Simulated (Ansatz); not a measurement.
Relaxation of C₂H₅BF₂S (11 atoms, charge 0, multiplicity 1), to a largest force component of 0.02 eV/Å in at most 50 steps.

The calculation used RKS BLYP-D4/6-31G* (Ansatz 0.2.0).

```xyz
11
Properties=species:S:1:pos:R:3
C 0.293 -1.105 -0.959
B -0.306 -0.140 0.201
S -1.298 -0.903 1.615
C 0.039 1.441 0.175
F 1.329 1.661 0.161
F -0.597 1.995 -0.960
H -0.167 -0.731 -1.932
H 0.004 -2.101 -0.791
H 1.354 -0.963 -0.980
H -0.088 -1.114 2.396
H -1.198 0.613 0.123
```

Problem. Where does it end, and by what steps?

Solution. The run converged. After 20 steps the energy has fallen by 4.581 eV; F6 moved furthest, 1.35 Å. Joined: S3–C4 (3.06 → 2.04 Å).

```json
{"step": "0", "energy less start (eV)": "0.0000", "largest force component (eV/Å)": "3.046", "accepted": "yes"}
{"step": "1", "energy less start (eV)": "-1.7232", "largest force component (eV/Å)": "2.173", "accepted": "yes"}
{"step": "2", "energy less start (eV)": "-2.8360", "largest force component (eV/Å)": "1.906", "accepted": "yes"}
{"step": "3", "energy less start (eV)": "-3.3918", "largest force component (eV/Å)": "1.372", "accepted": "yes"}
{"step": "4", "energy less start (eV)": "-3.6066", "largest force component (eV/Å)": "1.936", "accepted": "yes"}
{"step": "5", "energy less start (eV)": "-3.7952", "largest force component (eV/Å)": "1.244", "accepted": "yes"}
{"step": "6", "energy less start (eV)": "-3.9169", "largest force component (eV/Å)": "1.512", "accepted": "yes"}
{"step": "7", "energy less start (eV)": "-4.0366", "largest force component (eV/Å)": "2.020", "accepted": "yes"}
{"step": "8", "energy less start (eV)": "-4.1138", "largest force component (eV/Å)": "1.428", "accepted": "yes"}
{"step": "9", "energy less start (eV)": "-4.1800", "largest force component (eV/Å)": "0.875", "accepted": "yes"}
{"step": "10", "energy less start (eV)": "-4.2448", "largest force component (eV/Å)": "0.545", "accepted": "yes"}
{"step": "11", "energy less start (eV)": "-4.3408", "largest force component (eV/Å)": "0.519", "accepted": "yes"}
{"step": "12", "energy less start (eV)": "-4.4314", "largest force component (eV/Å)": "0.805", "accepted": "yes"}
{"step": "13", "energy less start (eV)": "-4.5283", "largest force component (eV/Å)": "0.323", "accepted": "yes"}
{"step": "14", "energy less start (eV)": "-4.5364", "largest force component (eV/Å)": "0.396", "accepted": "yes"}
{"step": "15", "energy less start (eV)": "-4.5720", "largest force component (eV/Å)": "0.140", "accepted": "yes"}
{"step": "16", "energy less start (eV)": "-4.5771", "largest force component (eV/Å)": "0.064", "accepted": "yes"}
{"step": "17", "energy less start (eV)": "-4.5792", "largest force component (eV/Å)": "0.063", "accepted": "yes"}
{"step": "18", "energy less start (eV)": "-4.5803", "largest force component (eV/Å)": "0.055", "accepted": "yes"}
{"step": "19", "energy less start (eV)": "-4.5804", "largest force component (eV/Å)": "0.082", "accepted": "yes"}
{"step": "20", "energy less start (eV)": "-4.5807", "largest force component (eV/Å)": "0.010", "accepted": "yes"}
```

```xyz
11
Properties=species:S:1:pos:R:3
C 0.192 -1.236 -0.993
B -0.682 -0.038 -0.437
S -0.709 0.049 1.804
C -0.022 1.191 0.254
F 1.319 1.347 0.360
F -0.603 2.407 0.323
H 0.306 -1.113 -2.088
H -0.300 -2.211 -0.840
H 1.210 -1.287 -0.569
H 0.491 -0.576 1.964
H -1.836 0.121 -0.729
```

Whether the end is a true minimum wasn't checked by a vibrational analysis.

Run time: 62 s on 2 threads of Intel(R) Xeon(R) Platinum 8259CL CPU @ 2.50GHz (Skylake/Cascade Lake) (shared host), peak memory 0.17 GiB.
